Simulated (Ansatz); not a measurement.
This geometry of AlClH6OSi (10 atoms, charge 0, multiplicity 1) is a first-order saddle point.

These are results of RKS PBE0-D4/def2-SVP (Ansatz), not measurements.

```xyz
10
Properties=species:S:1:pos:R:3
Si 0.040 -0.267 0.133
H 0.760 0.335 1.593
H 1.113 0.233 -0.752
H -1.197 0.529 0.263
Cl -0.848 -1.759 -1.461
O 0.275 -1.669 1.073
Al -0.257 -3.243 0.262
H 0.974 -4.112 -0.225
H -1.583 -3.830 0.896
H 0.691 -0.699 1.732
```

(1) Which two structures does it join? (They come from a converged band through this point; their orientation in space is the band's.)

(2) How far does it lie above each of them?

Results:

(1) Bonds broken: Si1–H2, Cl5–Al7, O6–H10. Bonds formed: Si1–Cl5, H2–H10. AlClH6OSi becomes AlClH4OSi + H2.

First end point:

```xyz
10
Properties=species:S:1:pos:R:3
Si 0.246 0.077 0.380
H 0.854 0.833 1.513
H 1.138 0.106 -0.799
H -1.131 0.553 0.124
Cl -0.985 -2.024 -1.651
O 0.207 -1.538 1.032
Al -0.344 -3.168 0.077
H 1.017 -3.966 -0.114
H -1.514 -3.729 0.997
H 0.482 -1.623 1.955
```

Last end point:

```xyz
10
Properties=species:S:1:pos:R:3
Si -0.092 -0.622 -0.194
H 1.050 0.912 2.319
H 1.105 0.057 -0.746
H -1.147 0.338 0.211
Cl -0.932 -1.776 -1.808
O 0.197 -1.842 0.838
Al -0.313 -3.423 0.214
H 0.819 -4.339 -0.405
H -1.727 -3.940 0.699
H 1.009 0.154 2.386
```

(2) 36.3 kcal/mol above the first and 26.3 kcal/mol above the second. This is the barrier of this one path; another mechanism may lie lower. The orbitals stay closed-shell, which can raise the energy where a bond breaks towards radicals; this wasn't checked here.

The run took 4 min on 2 threads of Arm Neoverse V2, with other jobs on the host, peak memory 0.23 GiB.
